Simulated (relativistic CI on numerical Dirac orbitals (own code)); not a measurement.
Cd⁴⁺: M2,3 absorption edge

Computed with this model: Dirac-Coulomb-Breit CI, separate exchange-only KLI orbitals for each configuration, model QED, valence Slater integrals scaled by 0.7, multiplet model of core-to-valence dipole absorption; configurations [Kr] 4d8 → [Ne] 3s2 3p5 3d10 4s2 4p6 4d9; 300 K; Lorentzian 2 eV and Gaussian 0.4 eV FWHM. Energies are those of the free ion, without screening or charge transfer. The branching ratio is the share of the lower-energy edge in the whole absorption, uncertain by about 0.02 where the edges overlap. S is read from ⟨S²⟩ = S(S + 1).

Field parameters in Wybourne normalisation: D3d B²₀ = −7Dσ, B⁴₀ = −14Dq − 21Dτ, B⁴₃ = −14√(10/7) Dq; Oh B⁴₀ = 21Dq, B⁴₄ = √(5/14) B⁴₀; Td as Oh with Dq negative (B⁴₀ = 21Dq, B⁴₄ = √(5/14) B⁴₀). The field is a parameter set, without covalency.

Case Oh, 10Dq = 34550 cm⁻¹, the dichroism is that of the ground state at zero temperature, magnetised by exchange field 10 meV on Sz. The dichroism I(Δm = −1) − I(Δm = +1), over the sum of the three polarisations, integrates to -0.1561 on the lower edge and 0.0723 on the upper edge. The branching ratio is 0.779.

**Question.** Use the orbital sum rule with 2 holes to get ⟨Lz⟩.

**Answer.** For a p → d edge ⟨Lz⟩ = 2 × n_h × (sum of both integrals) in this sign convention = -0.34; the ground state itself has ⟨Lz⟩ = -0.27 and ⟨Sz⟩ = -0.99. The rule assumes one radial integral for both edges, which relativistic orbitals only approach.
